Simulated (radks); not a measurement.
The numbers below are computed, except where a source is named.
The mean radii <r> (bohr) of the occupied orbitals of an atom or ion are listed with their occupations. Level of theory: non-relativistic Kohn-Sham, LDA (Slater exchange, Perdew-Wang correlation), spin-unpolarised, spherical densities, point nucleus (a radial shooting solver on a logarithmic mesh with Libxc functionals).

orbital  occ.      <r>
1s          2  0.06135
2s          2   0.2598
2p          1   0.2221
3s          1   0.6150

Name the element and its charge.

Answer. Z = 25, manganese, charge +19: Mn19+ in [He] 2s2 2p1 3s1. The 1s radius gives Z: for a bare nucleus <r> = 1.5/Z, 0.06 bohr for Z = 25, and screening makes it slightly larger (0.06135 here). The occupations add up to 6, and the charge is Z minus that.
